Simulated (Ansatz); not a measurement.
Input file for Ansatz (an electronic-structure program): U-CCSD(T)/def2-SVP on CdFI (SMILES [F][Cd][I]), a point of a bond scan (R = 1.758 Å). Elements past Kr take the def2 small-core potentials; no spin–orbit coupling. The run froze 14 orbitals, filled d shells among them.

Ansatz 0.2 input:
```yaml
crystal:
  periodic: [false, false, false]
  atoms:
    - {symbol: Cd, position_ang: [-0.00000000, -0.00000000, -1.08526849]}
    - {symbol: F, position_ang: [-0.00000000, -0.00000000, -2.84337455]}
    - {symbol: I, position_ang: [0.00000000, 0.00000000, 1.49889367]}
basis:
  gaussian:
    orbitals: def2-SVP
correlation: {method: ccsd_t, electrons: outside_noble_gas}
scf: {omitted_lower_state_checks: [cluster_reference]}
magnetization: {spin_polarized: true, initial_magnetization: 0}
```

Give the final energy of this run.

-563.4640 hartree (reference determinant -562.8946, T1 diagnostic 0.015).
